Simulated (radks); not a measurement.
Spin polarisation of the 2p5 shell in F. Start: [He] 2s2 2p(up 2.5, down 2.5); electrons of 2p are moved from spin down to spin up, other shells keep equal spins. Method: scalar-relativistic Kohn-Sham, PBE, spin-polarised, spherical densities, finite nucleus; Fermi nuclear charge, rms radius of each element as measured or else 0.836 A^(1/3) + 0.57 fm; computed with a radial shooting solver on a logarithmic mesh with Libxc functionals.

moment (Bohr magnetons)  E - E(0) (eV)  e(2p up) (eV)  e(2p down) (eV)  2s down minus up (eV)
0                                0.000        -11.112          -11.112                 0.000
0.25                            -0.025        -11.311          -10.904                  0.426
0.5                             -0.102        -11.501          -10.687                  0.851
0.75                            -0.229        -11.682          -10.461                  1.278
1                               -0.407        -11.854          -10.225                  1.706

At moment 1 the spin-polarisation energy is -0.407 eV and the 2p exchange splitting 1.629 eV, that is 1.629 eV per Bohr magneton; E = -I m^2/4 would give I = 1.628 eV.
